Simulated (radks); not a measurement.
Removal energies from the molybdenum ion Mo11+, [Ar] 3d10 4s2 4p(1/2: 1, 3/2: 0), by Delta-SCF beside the eigenvalue of the level emptied. Method: Dirac Kohn-Sham, PBE, spin-unpolarised, spherical densities, finite nucleus; Fermi nuclear charge, rms radius of each element as measured or else 0.836 A^(1/3) + 0.57 fm; computed with a radial shooting solver on a logarithmic mesh with Libxc functionals. Sub-shells are occupied by j as written (lower j first in brackets).

removed from                             final configuration  Delta-SCF (eV)  -eigenvalue (eV)
4p1/2                                          [Ar] 3d10 4s2          230.60            219.84
4s1/2                       [Ar] 3d10 4s1 4p(1/2: 1, 3/2: 0)          259.00            247.78
3d5/2         [Ar] 3d(3/2: 4, 5/2: 5) 4s2 4p(1/2: 1, 3/2: 0)          454.08            429.67
3d3/2         [Ar] 3d(3/2: 3, 5/2: 6) 4s2 4p(1/2: 1, 3/2: 0)          457.64            433.08
